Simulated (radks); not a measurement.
Q: All-electron atom: Nb33+ in [He] 2s2 2p4. All-electron calculation, scalar-relativistic Kohn-Sham, BLYP, spin-polarised, spherical densities, finite nucleus; open shells are filled with parallel spins first (spin-orbit coupling, left out, can overturn this in heavy ions); Fermi nuclear charge, rms radius 4.324 fm. Program: a radial shooting solver on a logarithmic mesh with Libxc functionals. Some entries of the table are withheld. Estimate them.

orbital  occ.  eigenvalue (Ry)  <1/r> (bohr^-1)
1s up       1        -1542.971            42.45
1s down     1        -1541.774            42.47
2s up       1        -335.3295            9.928
2s down     1        -333.3659            9.896
2p up       3              (1)            9.638
2p down     1              (2)            9.614
3s up       0        -139.7223            4.073
3s down     0        -139.1697            4.055
3p up       0              (3)              (4)
3p down     0              (5)              (6)

A: 
(1) 2p up eigenvalue (Ry): -318.2640
(2) 2p down eigenvalue (Ry): -315.9026
(3) 3p up eigenvalue (Ry): -134.2352
(4) 3p up <1/r> (bohr^-1): 3.976
(5) 3p down eigenvalue (Ry): -133.6062
(6) 3p down <1/r> (bohr^-1): 3.959
